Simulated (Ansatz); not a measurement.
The cluster Ca₂Si⁻ was relaxed with B3LYP-D4 (def2-TZVPD) in Ansatz in these states: charge -1 doublet, charge -1 quartet. The geometries follow in no particular order.

A:

Cartesian coordinates in Å:
```
Ca -0.498 -2.251 0.396
Ca 1.577 1.662 -0.471
Si -1.079 0.588 0.075
```

B:

```xyz
3

Ca    0.780    0.718    1.632
Ca   -0.706   -1.687   -0.664
Si   -0.074    0.970   -0.968
```

Problem. Judge from the bond lengths which geometry belongs to which state (an estimate).

Solution. A is the charge -1 quartet (Ca1–Ca2 4.513 Å, Ca2–Si3 2.916 Å, Ca1–Si3 2.916 Å); B is the charge -1 doublet (Ca1–Ca2 3.641 Å, Ca2–Si3 2.748 Å, Ca1–Si3 2.748 Å).

At B3LYP-D4/def2-TZVPD the highest occupied level of the charge -1 quartet lies above zero (up to 0.02 eV). It is a level of α spin, whose loss leaves a triplet; that state wasn't run at this geometry and level. The electron is either unbound and held by the finite basis, or the level is raised by self-interaction error. At B3LYP-D4/def2-TZVPD the highest occupied level of the charge -1 doublet lies above zero (up to 0.09 eV). By energy differences its removal costs 1.07 eV (vertical, to the charge 0 triplet, at PBE0-D4/def2-TZVPD). At PBE0-D4/def2-TZVPD a quartet lies 0.12 eV below the charge -1 doublet. These are the stationary points nearest to one start from a short search; other shapes may lie lower in each state.
